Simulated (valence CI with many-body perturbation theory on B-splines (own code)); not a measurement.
**E1 line list for Tl⁶⁶⁺**

Level of theory: configuration interaction combined with many-body perturbation theory (CI+MBPT): five valence electrons over a frozen Dirac-Fock core [Ne], radial functions for each j: 11 s, 11 p, 10 d, 8 f, 5 g, 2 h, with the one-electron correlation potential Σ1, the two-electron term Σ2, the three-electron term Σ3, Breit, model QED; selected CI, second order for the rest, scaled by the run's own slope (own B-spline code, finite nucleus).

No measured spectrum was set against this ion. As an estimate, large intervals hold to a few tenths of a per cent, small ones and those within an open d or f shell to about a per cent. Among the levels kept, up to 3300 cm⁻¹ of a level comes from second order outside the variational space, and about a tenth of that is noise between levels of different J, which matters for small intervals.

Lines 201 to 250 of 565 in falling wavelength, among levels below 136.77 Ry, chosen from the strongest by gf and those to the six lowest levels. Wavelengths and rates use the calculated energies. Electric multipoles are in the length gauge, E1 and E2 with the static RPA response of the core. Weak lines are less certain than strong ones. Lines between different terms over intervals too small for the method are left out, as are lines whose strength nearly cancels. The highest levels of a list are the least certain.

Levels are named by their leading jj configuration (3d3/2^4 stands for four electrons in 3d with j = 3/2), which in mixed levels can hold well under half, so a name can repeat and another be missing. Letters in brackets count levels of one name in rising energy.

```
λ vac (Å)                               Upper                               Lower   A (s⁻¹)  S (a.u.) with core polarisation  S without
    29.53  (3s^2 3p3/2 3d3/2 3d5/2) J=5/2 [c]          (3s^2 3p3/2^2 3d3/2) J=5/2  3.32e+11                         2.53e-02   2.56e-02
    29.51          (3s 3p1/2^2 3d5/2^2) J=9/2      (3s 3p1/2^2 3p3/2 3d5/2) J=9/2  2.13e+11                         2.71e-02   2.74e-02
    29.50  (3s 3p1/2^2 3d3/2 3d5/2) J=7/2 [b]      (3s 3p1/2^2 3p3/2 3d3/2) J=7/2  6.09e+10                         6.17e-03   6.25e-03
    29.43  (3s 3p1/2 3p3/2^2 3d5/2) J=5/2 [c]        (3s 3p1/2 3p3/2^3) J=3/2 [a]  5.17e+11                         3.91e-02   3.95e-02
    29.40  (3s^2 3p3/2 3d3/2 3d5/2) J=3/2 [c]      (3s^2 3p3/2^2 3d3/2) J=3/2 [a]  3.70e+11                         1.86e-02   1.88e-02
    29.38  (3s^2 3p3/2 3d3/2 3d5/2) J=9/2 [b]          (3s^2 3p3/2^2 3d3/2) J=7/2  1.07e+12                         1.34e-01   1.36e-01
    29.37          (3s^2 3p1/2 3d5/2^2) J=7/2  (3s^2 3p1/2 3p3/2 3d5/2) J=7/2 [a]  2.68e+11                         2.68e-02   2.71e-02
    29.28  (3s 3p1/2^2 3p3/2 3d5/2) J=7/2 [b]          (3s 3p1/2^2 3p3/2^2) J=5/2  2.40e+11                         2.38e-02   2.41e-02
    29.20  (3s^2 3p3/2 3d3/2 3d5/2) J=3/2 [b]          (3s^2 3p3/2^2 3d3/2) J=5/2  1.01e+11                         4.95e-03   5.01e-03
    29.15  (3s 3p1/2^2 3d3/2 3d5/2) J=5/2 [b]  (3s 3p1/2^2 3p3/2 3d3/2) J=5/2 [a]  1.33e+11                         9.75e-03   9.87e-03
    29.02  (3s^2 3p3/2 3d3/2 3d5/2) J=5/2 [d]      (3s^2 3p3/2^2 3d3/2) J=3/2 [a]  1.00e+11                         7.24e-03   7.33e-03
    28.83  (3s 3p1/2 3p3/2^2 3d5/2) J=3/2 [d]            (3s 3p1/2 3p3/2^3) J=5/2  1.60e+11                         7.58e-03   7.68e-03
    28.53      (3s^2 3p1/2 3p3/2 3d5/2) J=1/2          (3s^2 3p1/2 3p3/2^2) J=3/2  8.43e+10                         1.93e-03   1.96e-03
    28.45  (3s^2 3p3/2 3d3/2 3d5/2) J=5/2 [d]          (3s^2 3p3/2^2 3d3/2) J=7/2  8.06e+10                         5.49e-03   5.56e-03
    28.21  (3s 3p1/2 3p3/2^2 3d5/2) J=5/2 [e]        (3s 3p1/2 3p3/2^3) J=3/2 [a]  7.48e+10                         4.97e-03   5.03e-03
    20.90  (3s 3p1/2^2 3p3/2 3d3/2) J=5/2 [a]          (3s^2 3p1/2^2 3d5/2) J=5/2  4.27e+08                         1.15e-05   1.17e-05
    20.47      (3s 3p1/2^2 3p3/2 3d3/2) J=7/2          (3s^2 3p1/2^2 3d5/2) J=5/2  2.45e+10                         8.29e-04   8.40e-04
    19.82  (3s 3p1/2^2 3p3/2 3d3/2) J=3/2 [b]          (3s^2 3p1/2^2 3d5/2) J=5/2  5.45e+09                         8.38e-05   8.49e-05
    19.49  (3s 3p1/2^2 3p3/2 3d3/2) J=5/2 [b]          (3s^2 3p1/2^2 3d5/2) J=5/2  8.16e+09                         1.79e-04   1.81e-04
    18.57          (3s^2 3p1/2 3d3/2^2) J=5/2          (3s^2 3p1/2^2 3d5/2) J=5/2  9.12e+08                         1.73e-05   1.75e-05
    18.06  (3s 3p1/2 3p3/2^2 3d5/2) J=7/2 [a]  (3s^2 3p1/2 3p3/2 3d5/2) J=5/2 [b]  3.74e+11                         8.71e-03   8.82e-03
    17.53  (3s 3p1/2 3p3/2^2 3d5/2) J=7/2 [a]  (3s^2 3p1/2 3p3/2 3d5/2) J=5/2 [a]  1.43e+11                         3.04e-03   3.08e-03
    17.52  (3s 3p1/2 3p3/2^2 3d5/2) J=9/2 [b]  (3s^2 3p1/2 3p3/2 3d5/2) J=7/2 [b]  4.73e+11                         1.26e-02   1.27e-02
    17.37  (3s 3p1/2 3p3/2^2 3d3/2) J=5/2 [b]  (3s^2 3p1/2 3p3/2 3d3/2) J=3/2 [b]  5.06e+11                         7.86e-03   7.96e-03
    17.30        (3s 3p1/2 3p3/2^3) J=3/2 [a]          (3s^2 3p1/2 3p3/2^2) J=1/2  5.63e+10                         5.76e-04   5.83e-04
    17.24          (3s^2 3p1/2 3d3/2^2) J=3/2          (3s^2 3p1/2^2 3d5/2) J=5/2  1.66e+10                         1.68e-04   1.70e-04
    17.21  (3s 3p1/2 3p3/2^2 3d5/2) J=1/2 [b]  (3s^2 3p1/2 3p3/2 3d5/2) J=3/2 [b]  6.94e+11                         3.49e-03   3.53e-03
    17.20  (3s 3p1/2 3p3/2^2 3d5/2) J=9/2 [a]  (3s^2 3p1/2 3p3/2 3d5/2) J=7/2 [a]  9.81e+11                         2.46e-02   2.49e-02
    17.18          (3s 3p1/2^2 3d3/2^2) J=5/2          (3s^2 3p1/2 3p3/2^2) J=5/2  1.18e+09                         1.78e-05   1.80e-05
    17.18  (3s 3p1/2 3p3/2^2 3d3/2) J=1/2 [a]  (3s^2 3p1/2 3p3/2 3d3/2) J=1/2 [a]  1.23e+12                         6.13e-03   6.22e-03
    17.14          (3s 3p1/2^2 3d3/2^2) J=3/2          (3s^2 3p1/2 3p3/2^2) J=3/2  7.12e+08                         7.08e-06   7.18e-06
    17.14  (3s 3p1/2 3p3/2^2 3d3/2) J=5/2 [a]  (3s^2 3p1/2 3p3/2 3d3/2) J=3/2 [a]  5.47e+11                         8.16e-03   8.26e-03
    17.11  (3s 3p1/2 3p3/2 3d3/2^2) J=7/2 [a]          (3s^2 3p1/2 3d3/2^2) J=5/2  2.78e+11                         5.50e-03   5.57e-03
    17.08  (3s 3p1/2 3p3/2^2 3d5/2) J=7/2 [a]  (3s^2 3p1/2 3p3/2 3d5/2) J=7/2 [a]  7.74e+11                         1.52e-02   1.54e-02
    17.07  (3s 3p1/2 3p3/2^2 3d3/2) J=3/2 [c]  (3s^2 3p1/2 3p3/2 3d3/2) J=1/2 [b]  6.35e+11                         6.24e-03   6.32e-03
    17.04  (3s 3p1/2 3p3/2^2 3d3/2) J=7/2 [b]  (3s^2 3p1/2 3p3/2 3d3/2) J=5/2 [b]  5.10e+11                         9.97e-03   1.01e-02
    17.03  (3s 3p1/2 3p3/2^2 3d3/2) J=5/2 [a]  (3s^2 3p1/2 3p3/2 3d3/2) J=5/2 [a]  3.43e+11                         5.02e-03   5.08e-03
    16.97  (3s 3p1/2 3p3/2^2 3d3/2) J=5/2 [c]  (3s^2 3p1/2 3p3/2 3d3/2) J=3/2 [b]  2.21e+11                         3.20e-03   3.24e-03
    16.95  (3s 3p1/2 3p3/2 3d3/2^2) J=3/2 [a]  (3s 3p1/2^2 3p3/2 3d3/2) J=3/2 [b]  4.36e+11                         4.19e-03   4.24e-03
    16.93  (3s 3p1/2^2 3p3/2 3d3/2) J=5/2 [a]          (3s^2 3p1/2^2 3d3/2) J=3/2  9.86e+09                         1.42e-04   1.44e-04
    16.90     (3s 3p1/2 3p3/2^2 3d5/2) J=11/2      (3s^2 3p1/2 3p3/2 3d5/2) J=9/2  8.02e+11                         2.29e-02   2.32e-02
    16.89        (3s 3p1/2 3p3/2^3) J=3/2 [a]          (3s^2 3p1/2 3p3/2^2) J=5/2  8.19e+10                         7.79e-04   7.90e-04
    16.88  (3s 3p1/2^2 3p3/2 3d3/2) J=3/2 [a]          (3s^2 3p1/2^2 3d3/2) J=3/2  1.05e+11                         1.00e-03   1.01e-03
    16.87  (3s 3p1/2 3p3/2^2 3d5/2) J=7/2 [b]  (3s^2 3p1/2 3p3/2 3d5/2) J=5/2 [b]  2.87e+11                         5.44e-03   5.51e-03
    16.86  (3s 3p1/2 3p3/2^2 3d5/2) J=9/2 [b]      (3s^2 3p1/2 3p3/2 3d5/2) J=9/2  5.80e+11                         1.37e-02   1.39e-02
    16.84  (3s 3p1/2 3p3/2^2 3d3/2) J=3/2 [a]          (3s 3p1/2^2 3p3/2^2) J=3/2  7.06e+11                         6.65e-03   6.73e-03
    16.83  (3s 3p1/2^2 3p3/2 3d5/2) J=5/2 [a]          (3s^2 3p1/2^2 3d5/2) J=5/2  4.19e+11                         5.91e-03   5.99e-03
    16.83          (3s 3p1/2^2 3p3/2^2) J=5/2          (3s^2 3p1/2^2 3p3/2) J=3/2  6.82e+11                         9.63e-03   9.75e-03
    16.81  (3s 3p1/2^2 3p3/2 3d3/2) J=1/2 [a]          (3s^2 3p1/2^2 3d3/2) J=3/2  1.06e+10                         4.97e-05   5.03e-05
    16.80  (3s 3p1/2 3p3/2^2 3d5/2) J=1/2 [a]  (3s^2 3p1/2 3p3/2 3d5/2) J=3/2 [a]  9.16e+11                         4.29e-03   4.34e-03
```
